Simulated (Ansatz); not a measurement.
`OCB1[SiH2][SiH2]1` and `FB1[SiH2][SiH2]1` differ in one atom or group.

Ansatz, PBE0-D4/def2-TZVP geometries, multiplicity 1. Each molecule was computed in one conformer, which needn't be the lowest.

```tsv
property	`OCB1[SiH2][SiH2]1`
LUMO energy (B3LYP/def2-TZVPP) / eV	-2.02
HOMO–LUMO gap (PBE/def2-TZVPP) / eV	3.17
HOMO–LUMO gap (PBE0/def2-TZVPP) / eV	4.87
LUMO energy (ωB97M-V/def2-TZVPP) / eV	0.03
HOMO energy (PBE0/def2-TZVPP) / eV	-6.77
size of the dipole moment (B3LYP/def2-TZVPP) / D	1.71
```

(1) What does the change do to each property? (Estimate.)

Answers

(1) Computed: 
```
                                        property  `FB1[SiH2][SiH2]1`  shift
             LUMO energy (B3LYP/def2-TZVPP) / eV               -2.34  -0.32
             HOMO–LUMO gap (PBE/def2-TZVPP) / eV                2.75  -0.42
            HOMO–LUMO gap (PBE0/def2-TZVPP) / eV                4.73  -0.14
           LUMO energy (ωB97M-V/def2-TZVPP) / eV               -0.19  -0.22
              HOMO energy (PBE0/def2-TZVPP) / eV               -6.95  -0.18
size of the dipole moment (B3LYP/def2-TZVPP) / D                0.90  -0.81
```

With PBE0 the HOMO falls by 0.18 eV and the LUMO falls by 0.32 eV, so the gap narrows by about 0.14 eV. PBE moves the HOMO by 0.08 eV and ωB97M-V by -0.25 eV. Dipoles are sizes alone; their direction can turn.

B3LYP here is the variant with VWN-RPA as its local correlation; programs differ in this.
